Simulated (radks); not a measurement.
Problem. These are the eigenvalues of the occupied orbitals of an atom or ion with whole-number occupations (eV). Calculated with a radial shooting solver on a logarithmic mesh with Libxc functionals: Dirac Kohn-Sham, PBE, spin-unpolarised, spherical densities, finite nucleus; Fermi nuclear charge, rms radius of each element as measured or else 0.836 A^(1/3) + 0.57 fm.

1s1/2: -48355.38
2s1/2: -7973.406
2p1/2: -7566.800
2p3/2: -6918.902
3s1/2: -1790.193
3p1/2: -1614.520
3p3/2: -1482.483
3d3/2: -1178.314
3d5/2: -1149.601
4s1/2: -390.3757
4p1/2: -322.3639
4p3/2: -292.9217
4d3/2: -180.7580
4d5/2: -175.4200
5s1/2: -79.6918
5p1/2: -60.0713
5p3/2: -55.4841
4f5/2: -43.6688
4f7/2: -42.9329
6s1/2: -24.5901

Which element is it, and in what charge state? The configuration may be excited. Open shells, if any, are shared by 2j + 1.

Solution. Z = 63, europium, charge +3: Eu3+ in [Xe] 4f5 6s1. The list shows which subshells hold electrons but not how many an open one holds; the 1s level, -1777 hartree, gives Z - s = 59.6 by -(Z - s)^2/2, which with screening and relativity narrows Z to a few neighbours, and the depths of the outer levels then fix element, charge and occupations together.
